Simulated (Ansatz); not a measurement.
A nudged elastic band was laid between two geometries of BH3O2 + H2S (9 atoms, charge 0, multiplicity 1).

Level of theory: RKS PBE0-D4/def2-SVP (Ansatz 0.2.0).

```
movable images  : 7
climbing image  : yes
spring          : 5.0 eV/Å²
optimiser       : quadratic models (default)
start path      : through a guess of the saddle point
force threshold : 0.2 eV/Å
iteration limit : 60
end points      : relaxed
```

Initial state:

```xyz
9
Properties=species:S:1:pos:R:3
B 0.831 -0.456 -0.375
H 1.507 0.157 0.419
O 0.220 0.247 -1.364
O 0.675 -1.803 -0.330
H -0.884 2.002 1.788
S -1.876 1.220 1.313
H -0.281 -0.333 -1.952
H 1.124 -2.209 0.416
H -1.315 1.176 0.084
```

Final state:

```xyz
9
Properties=species:S:1:pos:R:3
B -0.297 -0.601 -0.525
H 1.624 1.999 1.823
O -0.252 0.034 -1.721
O 0.500 -1.683 -0.305
H 0.965 1.642 1.681
S -1.441 0.017 0.766
H 0.389 -0.378 -2.313
H 0.418 -2.072 0.570
H -1.906 1.043 0.025
```

(1) Which bonds break or form, and what moves?

(2) What energy profile does the band end with?

(3) What is the geometry of the highest image?

Results:

(1) Bonds broken: B1–H2, H5–S6. Bonds formed: B1–S6, H2–H5. BH3O2 + H2S becomes BH3O2S + H2.

(2) It converged. The highest image is number 4 of 0 to 8, 1.51 eV above the first end and 1.82 eV above the last; the last end lies 0.32 eV below the first. The threshold of 0.2 eV/Å is loose, so the images may lie well off the minimum-energy path. Neighbouring images differ by up to 1.2 eV, so the band resolves the path poorly. The order of the stationary point at the top wasn't checked. The orbitals stay closed-shell, which can raise the energy where a bond breaks towards radicals; this wasn't checked here.

| image | path coordinate (Å) | energy (eV) | B1–H2 (Å) | H5–S6 (Å) | B1–S6 (Å) |
| --- | --- | --- | --- | --- | --- |
| 0 | 0.00 | 0.00 | 1.21 | 1.35 | 3.60 |
| 1 | 0.71 | 0.01 | 1.21 | 1.35 | 3.42 |
| 2 | 1.42 | 0.06 | 1.21 | 1.35 | 3.28 |
| 3 | 2.13 | 0.37 | 1.22 | 1.37 | 2.80 |
| 4 | 2.85 | 1.51 | 1.37 | 1.70 | 2.21 |
| 5 | 3.66 | 0.29 | 2.05 | 2.26 | 1.88 |
| 6 | 4.47 | -0.26 | 2.76 | 2.75 | 1.83 |
| 7 | 5.28 | -0.31 | 3.47 | 3.03 | 1.83 |
| 8 | 6.09 | -0.32 | 4.00 | 3.04 | 1.83 |

(3) 
```xyz
9
Properties=species:S:1:pos:R:3
B 0.329 -0.145 -0.155
H 1.169 0.678 0.544
O 0.218 0.424 -1.395
O 0.644 -1.468 -0.005
H 0.236 0.827 0.931
S -1.407 0.412 1.086
H 0.008 -0.228 -2.070
H 0.585 -1.846 0.874
H -1.781 1.347 0.190
```

Run time: 50 s on 2 threads of Intel(R) Xeon(R) 6975P-C (Granite Rapids) (shared host), peak memory 0.17 GiB.
